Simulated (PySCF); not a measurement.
## Calculated data, FH2Si

Calculation on a computer-drawn molecule: the log of a Hartree-Fock and frozen-core CCSD(T) single point meant for a local Hartree-Fock minimum, with one planted fault or none, to be diagnosed. Offsets are logged minus clean, where the clean run is the same molecule without the fault. The reference is restricted for singlets and unrestricted otherwise, and also for a bond in bohr or an excited solution. Adding or removing an electron swaps singlet and doublet. The excited solution moves the top pair (singlet) or top alpha electron (doublet) to the lowest empty orbital. Highest occupied and lowest empty are orbital energies over both spins, largest force is the largest gradient component, triples share is (T) over the correlation energy, the T1 limit is 0.02 restricted and 0.045 unrestricted, electrons count all cores, a negative frequency is imaginary (commonest isotopes), and the dipole is about the centre of nuclear charge. Program: PySCF 2.14.0.

```yaml
- formula: FH2Si
  logged_structure:
    atoms_angstrom:
      - [F, -0.467, 1.0251, 0.6251]
      - [Si, 0.8621, 0.9942, 1.4253]
      - [H, 1.5587, -1.4362, 2.4981]
      - [H, 1.5801, 2.255, 1.5114]
  given:
    meant_charge: 1
    meant_multiplicity: 1
    meant_basis: "cc-pV(D+d)Z"
    logged_electrons: 24
    logged_basis_functions: 47
    logged_SCF_converged: "yes"
    logged_spin_squared: 0.8601
    "logged_highest_occupied [eV]": -18.858
    "logged_lowest_empty [eV]": -6.9675
    "logged_largest_force [hartree/bohr]": 0.02139
    logged_T1_diagnostic: 0.055107
    logged_D1_diagnostic: 0.1963
    logged_triples_share: 0.028827
    logged_CC_converged: "yes"
    "logged_dipole_magnitude [debye]": 4.2016
    logged_SCF_stable_within_its_kind: "yes"
    "logged_energy_HF [hartree]": -389.14836
    "logged_energy_CCSD(T) [hartree]": -389.42874
    possible_faults: "no fault, one electron removed, one electron added, multiplicity raised by two, geometry at a saddle point, SCF held on an excited solution, minimal basis STO-3G, one bond length entered in bohr, all coordinates scaled"
    drawn_bonds_atom: [1, 2, 2]
    drawn_bonds_other_atom: [2, 3, 4]
    drawn_bonds_order: [1, 1, 1]
  results:
    planted_fault: "one bond length entered in bohr, row 2 of the drawn bonds"
    "HF_energy_offset_from_clean_run [kcal/mol]": 71.72
    "CCSD(T)_energy_offset_from_clean_run [kcal/mol]": 79.18
  notes: ["T1 above single-reference limit"]
```
